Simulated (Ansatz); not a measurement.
`[SiH3]/N=C/Cl` + `[OH][GeH3]` → `[SiH3][O][GeH3]` + `N=CCl` at 500 K and 1 bar (ligand exchange at the Si–N bond).

Program: Ansatz. Geometries: PBE0-D4/def2-TZVP. ΔE: electronic, gas phase. CBS: MP2 limit from def2 TZ/QZ plus the TZ coupled-cluster correction, frozen cores. This one scheme is used for every species. For Ge outer-core shells are correlated without core-valence functions, which leaves a few kJ/mol of doubt a bond. Scalar relativity is left out up to krypton. One conformer a species, not always the lowest.

```
          species  CCSD(T)/CBS energy (Eh)  H − E (kJ/mol)  S (J/(mol·K))
  `[SiH3]/N=C/Cl`               -844.00397           159.9          367.8
     `[OH][GeH3]`              -2153.69723           124.0          309.0
`[SiH3][O][GeH3]`              -2444.01593           179.6          400.6
          `N=CCl`               -553.70684           105.7          288.6
```

H − E and S are ideal-gas, rigid-rotor, harmonic terms from PBE0-D4/def2-TZVP, for one conformer and one mirror image of each species. 1 Eh = 2625.50 kJ/mol, R = 8.31446 J/(mol·K).

Q: By hand: ΔE, ΔH, ΔS and ΔG.

A: ΔE = (-2444.01593) + (-553.70684) − (-844.00397) − (-2153.69723) = -0.02157 Eh = -56.6 kJ/mol. Δ(H − E) = 179.6 + 105.7 − 159.9 − 124.0 = 1.4, so ΔH = -55.2 kJ/mol. ΔS = 400.6 + 288.6 − 367.8 − 309.0 = 12.4 J/(mol·K). ΔG = -55.2 − 500 × (12.4)/1000 = -61.4 kJ/mol.

Q: By hand: the equilibrium constant, and the temperature at which ΔG would vanish if ΔH and ΔS stayed fixed.

A: log₁₀ K = −ΔG/(RT ln 10) = 6.4. ΔH and −TΔS have one sign here, so there is no such temperature.

The number of gas molecules stays the same, so ΔS is small and ΔH decides. A doubt of 5 kJ/mol in ΔE shifts log₁₀ K by 0.5 here. Other conformers and mirror images would add mixing entropy, several J/(mol·K) or more a flexible species. Modes under 60 cm⁻¹, often nearly free rotors, make the harmonic entropy too high. These are equilibria of isolated gas molecules and say nothing of rates. Largest T1 diagnostic: 0.013 (customary marks: 0.02 for closed shells, 0.045 for open ones).

ΔS is within the doubt of such terms, so its sign, and with it that verdict, could turn.
